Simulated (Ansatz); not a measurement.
`C[S][AlH][OH]` → `[CH2]` (triplet) + `[OH][AlH][SH]`  (formal loss of a carbene)

Program: Ansatz. Geometries: PBE0-D4/def2-TZVP. ΔE: electronic, gas phase. CCSD(T)/CBS is the MP2 limit (def2-TZVPP, def2-QZVPP) plus CCSD(T) − MP2 in def2-TZVPP, frozen cores. This one scheme is used for every species. DFT in def2-TZVPP. HSE06 is defined as in plane-wave codes. Triplets are unrestricted, without spin–orbit coupling. Each species was taken in one conformer, which may not be the lowest.

`C[S][AlH][OH]`:

Z-matrix (Å, degrees):
```
C
S 1 1.823
H 1 1.090 2 111.8
H 1 1.089 2 108.8 3 120.5
H 1 1.089 2 108.7 3 -120.4
Al 2 2.172 1 100.3 3 -0.7
O 6 1.690 2 120.9 1 180.0
H 6 1.575 2 120.1 1 -0.1
H 7 0.955 6 125.0 2 -0.1
```

`[CH2]` (triplet):

Cartesian coordinates in Å:
```
C -0.192 0.019 -0.197
H -0.420 -0.744 0.530
H 0.612 0.725 -0.333
```

`[OH][AlH][SH]`:

Z-matrix (Å, degrees):
```
Al
S 1 2.186
O 1 1.690 2 122.3
H 1 1.569 2 119.3 3 -179.9
H 2 1.344 1 94.2 3 -0.1
H 3 0.955 1 126.2 2 0.1
```

CCSD(T)/CBS gives +416.5 kJ/mol.

(1) Another level gave +389.8 kJ/mol. Which?
A. BLYP-D4/def2-TZVPP
B. CAM-B3LYP/def2-TZVPP
C. HSE06-D4/def2-TZVPP
D. r2SCAN0-D4/def2-TZVPP

Largest T1 diagnostic among the species: 0.012.

Answers

(1) D. r2SCAN0-D4 389.8, HSE06-D4 416.0, CAM-B3LYP 406.6, BLYP-D4 411.9 kJ/mol.

From PBE to PBE0 (25 % exact exchange), in def2-TZVPP and without D4, ΔE moves by −9.5 kJ/mol. At CCSD(T), def2-SVP lies −27.3 kJ/mol from the extrapolated value and def2-TZVPP −13.8 kJ/mol. Leaving LDA and LC-ωPBE aside and taking each functional with its dispersion term where it has one, the values, not all of them listed here, spread over 37.0 kJ/mol, from r2SCAN0-D4 to ωB97X-V. LDA lies +68.3 kJ/mol from PBE without D4.
